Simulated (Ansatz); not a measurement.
`FB([SiH3])C[SiH3]` + `[OH][SbH2]` → `[SiH3]C[O][SbH2]` + `FB[SiH3]` at 298.15 K and 1 bar (substitution at a C–B bond).

Gas-phase electronic energies from Ansatz, PBE0-D4/def2-TZVP geometries. CBS: MP2 limit from def2 TZ/QZ plus the TZ coupled-cluster correction, frozen cores. def2 core potentials past Kr. For Sb outer-core shells are correlated without core-valence functions, which leaves a few kJ/mol of doubt a bond. One conformer a species, not always the lowest.

```csv
species,CCSD(T)/CBS energy (Eh),H − E (kJ/mol),S (J/(mol·K))
`FB([SiH3])C[SiH3]`,-745.65649,243.9,391.2
`[OH][SbH2]`,-316.98030,82.9,277.2
`[SiH3]C[O][SbH2]`,-646.49267,204.8,370.9
`FB[SiH3]`,-416.08982,118.1,297.3
```

H − E and S are ideal-gas, rigid-rotor, harmonic terms from PBE0-D4/def2-TZVP, for one conformer and one mirror image of each species. 1 Eh = 2625.50 kJ/mol, R = 8.31446 J/(mol·K).

Q: By hand: ΔE, ΔH, ΔS and ΔG.

A: ΔE = (-646.49267) + (-416.08982) − (-745.65649) − (-316.98030) = 0.05430 Eh = 142.6 kJ/mol. Δ(H − E) = 204.8 + 118.1 − 243.9 − 82.9 = -3.9, so ΔH = 138.7 kJ/mol. ΔS = 370.9 + 297.3 − 391.2 − 277.2 = -0.2 J/(mol·K). ΔG = 138.7 − 298.15 × (-0.2)/1000 = 138.8 kJ/mol.

Q: By hand: the equilibrium constant, and the temperature at which ΔG would vanish if ΔH and ΔS stayed fixed.

A: log₁₀ K = −ΔG/(RT ln 10) = -24.3. ΔH and −TΔS have one sign here, so there is no such temperature.

The number of gas molecules stays the same, so ΔS is small and ΔH decides. A doubt of 5 kJ/mol in ΔE shifts log₁₀ K by 0.9 here. Other conformers and mirror images would add mixing entropy, several J/(mol·K) or more a flexible species. Modes under 60 cm⁻¹, often nearly free rotors, make the harmonic entropy too high. These are equilibria of isolated gas molecules and say nothing of rates. Largest T1 diagnostic: 0.014 (customary marks: 0.02 for closed shells, 0.045 for open ones).

ΔS is within the doubt of such terms, so its sign, and with it that verdict, could turn.
